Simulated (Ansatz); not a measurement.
Compare A (`[GeH3][CH2]N1C=C1`) with its isomer B (`[CH3][GeH]([CH3])[C]#N`).

Isolated molecules relaxed with PBE0-D4/def2-TZVP in Ansatz; ΔE leaves out vibrations. CCSD(T)/CBS adds triple-zeta CCSD(T) − MP2 to the extrapolated MP2 energy (def2 sets, frozen cores). DFT in def2-TZVPP. B3LYP here is the variant with VWN-RPA as its local correlation; programs differ in this. For Ge outer-core shells are correlated without core-valence functions, which leaves a few kJ/mol of doubt a bond. Scalar relativity is left out up to krypton. Each species was taken in one conformer, which may not be the lowest.

A:

```xyz
12

Ge    1.5122   -0.1442    1.1259
C    -0.0380    0.7280    0.2859
N    -1.0823   -0.2672    0.0260
C    -0.9929   -0.8833   -1.3213
C    -1.8851    0.0164   -1.1998
H     2.6312    0.8861    1.3675
H     1.1117   -0.7806    2.4652
H     2.0520   -1.2445    0.1923
H     0.2848    1.2544   -0.6247
H    -0.4310    1.4726    0.9849
H    -0.4417   -1.6639   -1.8134
H    -2.7211    0.6263   -1.4885
```

B:

```xyz
12

C     0.336   -0.434   -1.649
Ge   -0.399    0.407   -0.058
C    -0.476   -0.781    1.478
C     0.801    1.856    0.414
N     1.533    2.699    0.696
H     0.413    0.291   -2.460
H    -0.310   -1.253   -1.968
H     1.329   -0.830   -1.436
H    -1.753    1.080   -0.335
H     0.517   -1.178    1.693
H    -1.151   -1.613    1.270
H    -0.839   -0.245    2.355
```

Task: Which is lower in electronic energy at CCSD(T)/CBS, and by how much? (Estimate.)

Result: The calculation gave: B, by 439.1 kJ/mol.

Task: Give E(B) − E(A) in kJ/mol with B2PLYP, CCSD/def2-TZVPP, ωB97M-V, HF/def2-TZVPP, r2SCAN-D4, PBE-D4, B3LYP-D4. (Estimate.)

Result: The calculation gave: B2PLYP -450.2, CCSD/def2-TZVPP -457.6, ωB97M-V -436.0, HF/def2-TZVPP -483.9, r2SCAN-D4 -427.3, PBE-D4 -403.9, B3LYP-D4 -433.5. None reverses the order clearly.

Largest T1 diagnostic: 0.011.

The D4 term adds +3.3 kJ/mol with B3LYP and +1.5 kJ/mol with PBE0; it sums over pairs of atoms, weighted by their polarisabilities, and B3LYP, whose exchange is more repulsive, gets the larger term. In def2-TZVPP, CCSD(T) changes the Hartree–Fock value by +32.2 kJ/mol (the triples alone add +5.9 kJ/mol) and MP2 by +23.7 kJ/mol.
